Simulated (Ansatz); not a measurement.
Reactions of `SP([SeH])BCl`.

Program: Ansatz. Geometries: PBE0-D4/def2-TZVP. ΔE: electronic, gas phase. CCSD(T)/CBS is the MP2 limit (def2-TZVPP, def2-QZVPP) plus CCSD(T) − MP2 in def2-TZVPP, frozen cores. This one scheme is used for every species, atoms too. DFT in def2-TZVPP. B3LYP here is the variant with VWN-RPA as its local correlation; programs differ in this. Open shells (•) are unrestricted, without spin–orbit coupling. Spin–orbit coupling would lower the free atoms: a little for B, Cl, S; clearly for Se. Bonds to Se are less sure, by a few kJ/mol each and by 10 to 20 or more in all where they break to atoms, as the def2 sets lack core-valence functions. Scalar relativity is left out up to krypton. Each species was taken in one conformer, which may not be the lowest.

```tsv
reaction	CCSD(T)/CBS(def2) (eV)
`SP([SeH])BCl` + `N[SiH3]` → `NP(S)[SeH]` + `[SiH3]BCl`	?
`SP([SeH])BCl` → B• + Cl• + 3 H• + P• + S• + Se•	24.26
`SP([SeH])BCl` + NH₃ → `NP(S)[SeH]` + `BCl`	0.40
`SP([SeH])BCl` + CH₃NH₂ → `CBCl` + `NP(S)[SeH]`	-0.63
```

(1) Fill in the missing values. (An estimate is asked.)

Largest T1 diagnostic: 0.014, for B•.

## Answers

(1) Ansatz gave: `SP([SeH])BCl` + `N[SiH3]` → `NP(S)[SeH]` + `[SiH3]BCl`: +1.02 eV.
